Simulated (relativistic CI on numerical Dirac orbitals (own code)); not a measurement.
# One change at a time: Ta70+

Base calculation: Dirac-Coulomb-Breit CI, KLI orbitals optimised for each configuration, model QED (radiative potential, 1s self-energy scaled to tabulated hydrogen-like ionisation energies), unscaled Slater integrals.

CI space (outside the closed core 1s2): 2s, 2p, 3s, 3p, 3d, 4s, 4p, 4d, 4f, 5s, 5p, 5d, 5f, 5g, 6s, 6p, 6d. Levels of other configurations are missing.

Variants: (1) valence Slater integrals scaled by 0.9; (2) Breit term removed. Shifts of the energy above 2s ²S1/2, in eV, for the lowest level and the first level of each name with at least 55 % of one term (blank where a level changes its place among those of its configuration and J or its character, or is not in the variant):

| Level | Base | Δ(1) | Δ(2) |
| --- | --- | --- | --- |
| 2s ²S1/2 | 0.0 | 0.0 | 0.0 |
| 2p ²P°1/2 | 189.8 | 0.0 | -16.0 |
| 2p ²P°3/2 | 1603.5 | 0.0 | +3.0 |
| 3s ²S1/2 | 10804.1 | 0.0 | +11.0 |
| 3p ²P°1/2 | 10855.4 | 0.0 | +6.9 |
| 3p ²P°3/2 | 11276.8 | 0.0 | +11.8 |
| 3d ²D3/2 | 11289.0 | 0.0 | +14.9 |
| 3d ²D5/2 | 11408.4 | 0.0 | +15.1 |
| 4s ²S1/2 | 14504.4 | 0.0 | +13.5 |
| 4p ²P°1/2 | 14525.1 | 0.0 | +11.9 |
| 4p ²P°3/2 | 14701.8 | 0.0 | +13.8 |
| 4d ²D3/2 | 14707.0 | 0.0 | +15.1 |
| 4d ²D5/2 | 14757.6 | 0.0 | +15.2 |
| 4f ²F°5/2 | 14757.8 | 0.0 | +15.2 |

At this charge energies of transitions that change n are usually good to better than 1 %, and those within a shell (Δn = 0) to a few per cent.

Ionisation energy from the two ground configurations alone: base 19087 eV; Breit term removed 19102.3 eV. The NIST ASD value (theoretical) is 19088.5 eV.
